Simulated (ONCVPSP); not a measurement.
## Plane-wave convergence, ONCV potential for Ag (Z = 47)

ONCVPSP 4.0.1 input, shortened (lines: element, Z, core and valence counts, functional; n l f; lmax; l rc ep ncon nbas qcut; lloc lpopt rc5 dvloc0; l nproj debl; icmod fcfact rcfact), PBE, scalar-relativistic:

```
  Ag 47.00    7    4        4      upf
    1    0    2.00
    2    0    2.00
    2    1    6.00
    3    0    2.00
    3    1    6.00
    3    2   10.00
    4    0    2.00
    4    1    6.00
    4    2   10.00
    5    0    0.75
    5    1    0.25
    2
    0    2.05    0.00    4    7    3.80
    1    2.05    0.00    3    8    7.50
    2    1.65    0.00    3    8   10.60
    4    4    1.55    3.00
    0    2    1.10
    1    2    2.90
    2    2    2.80
    1    0.30    0.00
```

Task: For each optimised wave give the share of its norm inside rc, the residual kinetic energy above qcut (Ha) and the cutoffs (Ha) for errors of 10, 1, 0.1 and 0.01 mHa per electron.

Result:

| wave | norm inside rc | residual KE | 10 mHa | 1 mHa | 0.1 mHa | 0.01 mHa |
| --- | --- | --- | --- | --- | --- | --- |
| 5s | 0.180 | 1.7e-04 | 2.5 | 4.1 | 15.6 | 29.4 |
| s projector 2 | 0.204 | 2.9e-04 | 4.6 | 6.3 | 8.2 | 36.4 |
| 4p | 0.988 | 3.4e-08 | 14.2 | 17.9 | 21.0 | 23.4 |
| 5p | 0.035 | 4.4e-09 | 8.2 | 13.0 | 17.1 | 20.5 |
| 4d | 0.716 | 2.3e-09 | 25.0 | 32.2 | 38.2 | 43.4 |
| d projector 2 | 0.101 | 9.9e-09 | 24.4 | 32.4 | 39.0 | 44.7 |

The occupied waves need 32 Ha and 38 Ha for 1 and 0.1 mHa. Note: ghosts flagged at negative energy: s at -130.2 eV; no localised positive-energy state flagged. A true bound ghost makes a file unfit for plane-wave use. 2 of 4 tests not solved or not reliable.
